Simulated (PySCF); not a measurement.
## Cd²⁵⁺ (cadmium, charge +25) across methods

[Ar] 3d5, high-spin 6S determinant. Computed with PySCF 2.14 in an even-tempered Gaussian basis (19 s from 2.9 bohr⁻², ratio 2.5; 12 p from 3.8 bohr⁻², ratio 2.5; 8 d from 3.8 bohr⁻², ratio 2.5; 4 f from 16 bohr⁻², ratio 2.7; 3 g from 24 bohr⁻², ratio 2.7), with scalar relativity by spin-free X2C-1e.

```
method  E (hartree)  mean ε 3p α (eV)  mean ε 3p β (eV)  mean ε 3d α (eV)  Σ⟨r²⟩ (bohr²)   ⟨S²⟩
  PBE0     -5223.43           -1492.3           -1470.5           -1301.8          1.697  8.750
   PBE     -5223.33           -1478.2           -1461.9           -1291.1          1.698  8.750
   LDA     -5217.83           -1477.2           -1461.3           -1290.9          1.699  8.750
r2SCAN     -5223.79           -1485.9           -1464.8           -1294.9          1.697  8.750
  TPSS     -5223.71           -1479.9           -1462.8           -1291.1          1.698  8.750
  MN15     -5227.98           -1475.7           -1470.6           -1294.5          1.700  8.750
```

Task: Estimate the same row for UHF.

Result: E (hartree) = -5222.57840; mean ε 3p α (eV) = -1532.9; mean ε 3p β (eV) = -1493.8; mean ε 3d α (eV) = -1332.2; Σ⟨r²⟩ (bohr²) = 1.696; ⟨S²⟩ = 8.750.
